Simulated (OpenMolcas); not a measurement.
**N⁺: CASPT2 settings compared**

```
Program             : OpenMolcas
Basis               : ANO-RCC-VTZP [4s3p2d1f]
Scalar Hamiltonian  : X2C, point nucleus
Active space        : 4 electrons in 4 orbitals (2s 2p)
State averaging     : 2S+1 = 3 even, 3 roots; 2S+1 = 1 even, 6 roots; 2S+1 = 5 odd, 1 root; 2S+1 = 3 odd, 9 roots; 2S+1 = 1 odd, 8 roots
Spin-orbit coupling : RASSI with atomic mean-field integrals over the reference wave functions, term energies averaged over their components
```

Methods on the same reference wave functions:
A. CASSCF
B. SS-CASPT2, IPEA 0 Eh, imaginary shift 0.4 Eh (closed shells correlated: none)
C. SS-CASPT2, IPEA 0.5 Eh, imaginary shift 0.5 Eh (closed shells correlated: 1s)
D. SS-CASPT2, IPEA 0.4 Eh, imaginary shift 0.2 Eh (closed shells correlated: 1s)

Energies in cm⁻¹ above 2s² 2p² ³P₀, the measured ground level; measured values from NIST Handbook of Basic Atomic Spectroscopic Data.

```
      Level       A       B       C       D  Measured
2s² 2p² ³P₀     0.0     0.0     0.0     0.0       0.0
2s² 2p² ³P₁    45.5    45.4    45.4    45.4      48.7
2s² 2p² ³P₂     135     135     135     135       131
2s² 2p² ¹D₂   17873   15780   15010   15120     15316
2s² 2p² ¹S₀   31050   32240   31540   31640     32689
2s 2p³ ⁵S°₂   35940   44580   43290   43480     46785
2s 2p³ ³D°₂   96030   90060   90570   90280     92250
2s 2p³ ³D°₁   96030   90060   90570   90280     92251
2s 2p³ ³D°₃   96030   90060   90570   90280     92236
2s 2p³ ³P°₀  113446  109200  109160  108840    109223
2s 2p³ ³P°₁  113446  109200  109160  108840    109216
2s 2p³ ³P°₂  113446  109200  109160  108840    109217
2s 2p³ ¹D°₂  160952  146190  147520  147050    144188
2s 2p³ ³S°₁  168182  156250  159310  158780    155127
2s 2p³ ¹P°₁  177979  165110  165580  165200    166766
```

Deviations, from unrounded energies. A percentage is the sum of absolute deviations over the sum of measured energies, with the sign that they share, or ± where signs differ.

```json
{"Against measurement": "mean absolute deviation (cm-1)", "Levels": "14", "A": "5700", "B": "1000", "C": "1300", "D": "1400"}
{"Against measurement": "fine structure of the ground term (%)", "Levels": "2", "A": "±4.2", "B": "±4.2", "C": "±4.1", "D": "±4.1"}
{"Against measurement": "other terms of the ground configuration (%)", "Levels": "2", "A": "±8.7", "B": "±1.9", "C": "-3.0", "D": "-2.6"}
{"Against measurement": "other configurations (%)", "Levels": "10", "A": "±6.8", "B": "±1.2", "C": "±1.6", "D": "±1.6"}
```

B lies closest to measurement on these levels and A furthest from it. The largest miss of B in the table is 2s 2p³ ⁵S°₂, by -2200 cm-1. The ranking rests on the paired levels alone, and a cruder setting can come out closer through cancelling errors.

Among B to D the level of the table that moves most is 2s 2p³ ³S°₁, by 3100 cm-1 (lowest in B, highest in C). Moves below CASPT2's spread within the term are not significant.

From A to B the spin-free energies of the other terms of 2s² 2p² shown, above ³P, scale by factors of 0.88 to 1.04.

The lowest spin-free term lies below A's lowest term by 0.072 hartree in B, 0.070 hartree in C, 0.071 hartree in D.

CASPT2 does not keep the components of a term degenerate, so their means are used; among the terms shown or strongly mixed into the levels shown the widest spread is 360 cm-1 (2s 2p³ ³D°, C). Without dynamic correlation excited terms often stand tens of per cent too high (terms of higher spin than the ground term too low), and those without a measured partner can miss by more than the paired ones (holds for A). Measured partners are found by configuration, term and J. A level has none where our copy of the source lacks it or the pairing is in doubt (some pairs that miss far off the trend of their configuration count as doubtful), and it then counts in no deviation. Levels of configurations outside the active space are missing.

° marks odd parity.
